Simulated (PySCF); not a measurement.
Si(H)(SiH3) cation (H4Si2), SMILES [SiH][SiH3] (connectivity only; charge and spin as stated), charge +1, multiplicity 2. Atoms are numbered in the order given.

```xyz
6

Si    -0.0083     1.0579     0.7189
H     -0.3225     2.3500     0.0042
Si     0.0320    -0.9676    -0.5575
H      0.9310    -0.5822    -1.6853
H     -1.4255    -0.9618    -0.9021
H      0.4847    -2.0703     0.3237
```
Charge +1, spin multiplicity 2.

The structure is a stationary point at PBE-D3(BJ)/def2-TZVP. The multiplicity is an assumed one; other spin states were not compared. The isomer is the one that the SMILES or the coordinates give; other isomers of the formula were not compared.

Computed with r2SCAN/def2-TZVPD run with PySCF.

Mulliken values depend strongly on the basis, most of all with diffuse functions as here. ESP charges are fitted to the potential on shells at 1.4 to 2.0 van der Waals radii. Atomic charges (e):

```csv
atom,Mulliken,ESP fit,Mulliken spin
Si1,0.50,(withheld),0.76
H2,0.12,(withheld),0.06
Si3,0.13,(withheld),0.14
H4,0.09,(withheld),0.03
H5,0.08,(withheld),0.02
H6,0.08,(withheld),0.00
```

### Question
Complete the blanks. (Estimate from the structure and the level; the computed values follow.)

### Answer

- Si1, ESP fit: 0.59
- H2, ESP fit: 0.04
- Si3, ESP fit: 0.27
- H4, ESP fit: 0.04
- H5, ESP fit: 0.04
- H6, ESP fit: 0.03
